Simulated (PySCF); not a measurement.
Calculated NMR data

[PySCF 2.14.0 with density-fitted response routines: shielding tensors at PBE0/pcSseg-1 (GIAO); geometry from GFN2-xTB; J couplings at B3LYP/pcJ-1 (spin–dipole term left out of most H,H and C,H couplings); no relativistic terms; averaged over atoms made equivalent by symmetry, fast rotation or ring inversion; no solvent model; a single conformation]

Scale: TMS for ¹H (31.72 ppm) and ¹³C (186.93 ppm) (reference shieldings calculated alike). Multiplet labels drop J under 1 Hz and among equivalent protons, and merge close values. Unscaled 3J(H,H) run several per cent high. Where no couplings were computed, multiplicities follow the n + 1 count of equivalent neighbours, and m marks all less simple cases (inequivalent or close neighbours, rings, F or P nearby). Shifts are as computed. Against solution values, carbons near 30 ppm lie about +3 ppm off and those near 130 ppm about +5 ppm. Of 1211 compounds with measured shifts, 218 miss one by over three times the rms of a fit or turn the order of signals round; such compounds aren't used in these exercises.

**1.** `N1(C=O)C=CC(C#N)=C1`, C6H4N2O. ¹H NMR (500 MHz, computed): δ 8.88 (s, 1H), 8.00 (dd, J = 2.4, 1.5 Hz, 1H), 6.90 (dd, J = 4.2, 2.4 Hz, 1H), 6.83 (dd, J = 4.2, 1.5 Hz, 1H). ¹³C{¹H} NMR (computed): δ 161.9, 131.2, 124.9, 124.2, 119.2, 107.0.

**2.** SMILES C=C=C(C)n1cccc1C=C, C10H11N. ¹H NMR (500 MHz, computed): δ 6.89 (m, 1H), 6.88 (m, 1H), 6.61 (m, 1H), 6.56 (m, 1H), 5.77 (m, 1H), 5.51 (s, 2H), 5.21 (m, 1H), 2.31 (s, 3H). ¹³C{¹H} NMR (computed): δ 219.6 (C), 136.9 (C), 134.0 (CH), 120.6 (CH), 117.0 (CH), 114.4 (CH), 112.8 (CH2), 110.0 (C), 87.9 (CH2), 22.2 (CH3).
